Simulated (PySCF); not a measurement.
Hf(Cl)2(OH) (Cl2HHfO), SMILES [OH][Hf+]([Cl])[Cl], charge +1, multiplicity 1.

Geometry optimised at PBE-D3(BJ)/def2-SVP. The spin state was assumed, not searched. The isomer is the one that the SMILES or the coordinates give; other isomers of the formula were not compared. The def2 effective core potentials stand for the cores of Hf; spin–orbit coupling is left out. The values are those of a single conformer.

The numbers are results of PySCF with HF/def2-TZVPD, not measurements.

The molecule is in vacuum.

```
Item                                                              Result
------------------------------------------------  ----------------------
total energy                                         -1041.94188 hartree
point group                                                           Cs
highest occupied level                                         -17.35 eV
lowest empty level                                              -5.95 eV
orbital gap                                                     11.39 eV
dipole moment about the centre of nuclear charge                  4.90 D
mean static polarisability                          55.7 bohr³ (8.25 Å³)
polarisability, principal values                  43.5, 57.6, 66.0 bohr³
```
